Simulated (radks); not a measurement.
Fractional charge and spin in the 4s shell of calcium: the spin-up occupation runs from 0 to 1 and the spin-down occupation from 0 to 1; the fullest corner is Ca, [Ar] 4s(up 1, down 1). All-electron calculation, scalar-relativistic Kohn-Sham, PBE, spin-polarised, spherical densities, finite nucleus; Fermi nuclear charge, rms radius of each element as measured or else 0.836 A^(1/3) + 0.57 fm. Program: a radial shooting solver on a logarithmic mesh with Libxc functionals. Energy (eV) minus the two flat planes that join the four corners (they meet along the diagonal where the two added fractions sum to one electron); zero is where a piecewise linear energy would lie.

| down \ up | 0 | 0.25 | 0.5 | 0.75 | 1 |
|---|---|---|---|---|---|
| 0 | 0.000 | -0.517 | -0.684 | -0.509 | 0.000 |
| 0.25 | -0.517 | -0.618 | -0.390 | 0.164 | -0.444 |
| 0.5 | -0.684 | -0.390 | 0.218 | -0.343 | -0.590 |
| 0.75 | -0.509 | 0.164 | -0.343 | -0.542 | -0.439 |
| 1 | 0.000 | -0.444 | -0.590 | -0.439 | 0.000 |

Corners above the fullest one (they belong to Ca+ and the next ion): (up 1, down 0) 6.092 eV, (up 0, down 1) 6.092 eV, (up 0, down 0) 18.130 eV. With half an added electron in each spin the energy lies 0.218 eV from the planes (fractional-spin error, the static-correlation error of a stretched bond), and with half an added electron in spin up alone -0.684 eV (fractional-charge error). For a frontier s shell over closed shells the exact functional lies on the planes.
